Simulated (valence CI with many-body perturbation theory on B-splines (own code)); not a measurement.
## Ba VIII: electric-dipole lines

Method: configuration interaction combined with many-body perturbation theory (CI+MBPT): three valence electrons over a frozen Dirac-Fock core [Kr] 4d10, radial functions for each j: 8 s, 8 p, 9 d, 9 f, 6 g, 3 h, 2 i, with the one-electron correlation potential Σ1, the two-electron term Σ2, the three-electron term Σ3, Breit, model QED; selected CI, second order for the rest, scaled by the run's own slope (own B-spline code, finite nucleus).

Set against measurement, 58 paired levels are off by 850 cm⁻¹ on average, the worst by 3081. These come from a selection out of Sansonetti and Curry, J. Phys. Chem. Ref. Data 39, 043103 (2010). Levels without a partner in it may be off by more, other configurations by several thousand cm⁻¹. 3 measured levels below the end of the list, from 249919 cm⁻¹ on, found no clear computed partner, and computed levels of the same name lie up to 9005 cm⁻¹ from them.

Lines 151 to 200 of 226 in falling wavelength, among levels below 402330 cm⁻¹, chosen from the strongest by gf and those to the six lowest levels. Wavelengths and rates use the calculated energies, so an error of 900 cm⁻¹ moves a line at 471.8 Å by 0.42 % and its rate by three times that or more. Electric multipoles are in the length gauge, E1 and E2 with the static RPA response of the core. Weak lines are less certain than strong ones. Lines between different terms over intervals too small for the method are left out, as are lines whose strength nearly cancels. The highest levels of a list are the least certain. Branching is blank where the lifetime is uncertain.

Names give the largest LS component (configuration and term), which can be under half, so a name can repeat, a term be missing and a line seem to break the LS rules; names also repeat where a configuration has a term twice. Letters in brackets count levels of one name in rising energy.

```
λ vac (Å)  λ from measured levels                 Upper           Lower   A (s⁻¹)  log gf  Branch %
    471.8                   474.2    5s2 6p 2P°_3/2 [a]   5s 5p2 2P_1/2  1.12e+10    0.17      58.6
    471.0                   475.5      5s 5p 5d 4D°_3/2   5s 5p2 4P_5/2  4.19e+08   -1.25       1.6
    466.9                   474.3      5s 5p 5d 4F°_3/2   5s 5p2 4P_1/2  1.57e+08   -1.69       9.6
    462.1                   466.7    5s2 6p 2P°_3/2 [b]   5s 5p2 2P_1/2  8.70e+09    0.05      52.1
    459.0                   462.4  5s 5p 5d 2F°_7/2 [a]   5s 5p2 2D_5/2  9.85e+09    0.40      81.9
    455.4                   459.6      5s 5p 5d 4P°_5/2   5s 5p2 4P_3/2  1.54e+10    0.46      76.9
    452.3                   454.5       4f 5s 5p 4G_5/2  5s2 5p 2P°_3/2  3.75e+08   -1.16      91.3
    451.5                   455.6      5s 5p 5d 4D°_3/2   5s 5p2 4P_3/2  4.84e+09   -0.23      18.1
    450.4                   453.4      5s 5p 5d 4D°_1/2   5s 5p2 4P_3/2  9.15e+08   -1.25       2.9
    448.8                   452.7  5s 5p 5d 2F°_5/2 [a]   5s 5p2 4P_5/2  1.03e+09   -0.73       7.1
    448.5                   449.1           5p3 2P°_3/2   5s 5p2 4P_1/2  7.29e+08   -1.06       9.8
    447.9                   453.0        5s2 6p 2P°_1/2   5s 5p2 2D_3/2  2.14e+09   -0.89      30.8
    444.0                   447.4      5s 5p 5d 2D°_3/2   5s 5p2 4P_5/2  1.03e+09   -0.92       4.9
    443.1                   448.3    5s2 6p 2P°_3/2 [b]   5s 5p2 2D_5/2  1.45e+09   -0.77       8.7
    441.4                   440.9       4f 5s 5p 4F_3/2  5s2 5p 2P°_3/2  2.48e+08   -1.54      17.3
    440.4                   440.0       4f 5s 5p 4F_5/2  5s2 5p 2P°_3/2  4.59e+08   -1.10      73.7
    439.2                   441.6      5s 5p 5d 4D°_7/2   5s 5p2 4P_5/2  2.52e+10    0.77      93.1
    437.6                   440.1      5s 5p 5d 4D°_5/2   5s 5p2 4P_5/2  1.63e+10    0.45      66.6
    436.3                   439.1    5s2 6p 2P°_3/2 [a]   5s 5p2 2D_3/2  1.95e+09   -0.65      10.2
    435.1                   436.7      5s 5p 5d 4P°_3/2   5s 5p2 4P_5/2  6.67e+09   -0.12      29.6
    433.0                   434.0         5s2 5d 2D_3/2  5s2 5p 2P°_1/2  1.92e+10    0.33      79.6
    431.0                   434.6  5s 5p 5d 2F°_5/2 [a]   5s 5p2 4P_3/2  2.83e+09   -0.33      19.4
    429.4                   433.3  5s 5p 5d 2F°_7/2 [b]   5s 5p2 2D_5/2  1.89e+10    0.62      76.9
    428.3                   431.7  5s 5p 5d 2F°_5/2 [b]   5s 5p2 2D_5/2  1.60e+09   -0.58       6.1
    427.1                   430.8      5s 5p 5d 4D°_3/2   5s 5p2 4P_1/2  1.94e+10    0.33      72.6
    426.9                   427.1   4f 5s 5p 2F_5/2 [a]  5s2 5p 2P°_3/2  4.23e+08   -1.16      88.8
    426.6                   429.7      5s 5p 5d 2D°_3/2   5s 5p2 4P_3/2  3.05e+09   -0.48      14.7
    426.2                   428.9      5s 5p 5d 4D°_1/2   5s 5p2 4P_1/2  3.01e+10    0.21      95.1
    425.1                   428.1      5s 5p 5d 2D°_5/2   5s 5p2 4P_5/2  3.89e+08   -1.20       2.6
    420.6                   423.0      5s 5p 5d 4D°_5/2   5s 5p2 4P_3/2  6.73e+09    0.03      27.5
    419.2                   421.4      5s 5p 5d 4P°_1/2   5s 5p2 4P_3/2  2.05e+10    0.03      96.6
    418.3                   419.8      5s 5p 5d 4P°_3/2   5s 5p2 4P_3/2  1.14e+10    0.08      50.8
    414.2                   417.2  5s 5p 5d 2F°_5/2 [b]   5s 5p2 2D_3/2  1.78e+10    0.44      67.5
    409.1                   411.9      5s 5p 5d 2D°_5/2   5s 5p2 4P_3/2  9.89e+07   -1.83       0.7
    406.4                   409.4  5s 5p 5d 2F°_7/2 [a]   5s 5p2 4P_5/2  1.34e+09   -0.58      11.2
    404.8                   407.6      5s 5p 5d 2D°_3/2   5s 5p2 4P_1/2  1.47e+09   -0.84       7.1
    403.4                   402.2       4f 5s 5p 4D_5/2  5s2 5p 2P°_3/2  1.74e+08   -1.59      74.0
    401.0                   403.7    5s2 6p 2P°_3/2 [a]   5s 5p2 4P_5/2  1.21e+08   -1.93       0.6
    399.8                   399.4       4f 5s 5p 4F_3/2  5s2 5p 2P°_1/2  1.06e+09   -0.99      73.8
    399.5                   398.0       4f 5s 5p 4D_3/2  5s2 5p 2P°_3/2  1.26e+07   -2.92      13.6
    398.1                   400.1      5s 5p 5d 4P°_1/2   5s 5p2 4P_1/2  2.57e+07   -2.91       0.1
    397.3                   396.2       4f 5s 5p 4D_1/2  5s2 5p 2P°_3/2  2.73e+04   -5.89      26.7
    397.3                   398.7      5s 5p 5d 4P°_3/2   5s 5p2 4P_1/2  3.08e+08   -1.53       1.4
    395.8                   400.1        5s2 6p 2P°_1/2   5s 5p2 4P_3/2  5.04e+07   -2.63       0.7
    394.0                   398.3    5s2 6p 2P°_3/2 [b]   5s 5p2 4P_5/2  2.35e+08   -1.66       1.4
    393.8                                4f 5p2 4G°_5/2   5s 5p2 4P_5/2  5.79e+07   -2.09       0.8
    389.8                                 4f2 5s 4H_7/2  4f 5s2 2F°_5/2  2.09e+03   -6.42          
    389.2                                4f 5p2 4G°_7/2   5s 5p2 4P_5/2  1.57e+08   -1.54       2.4
    388.2                   388.3   4f 5s 5p 2D_5/2 [a]  5s2 5p 2P°_3/2  8.36e+08   -0.95      58.9
    386.7                   389.3    5s2 6p 2P°_3/2 [a]   5s 5p2 4P_3/2  6.75e+07   -2.22       0.4
```
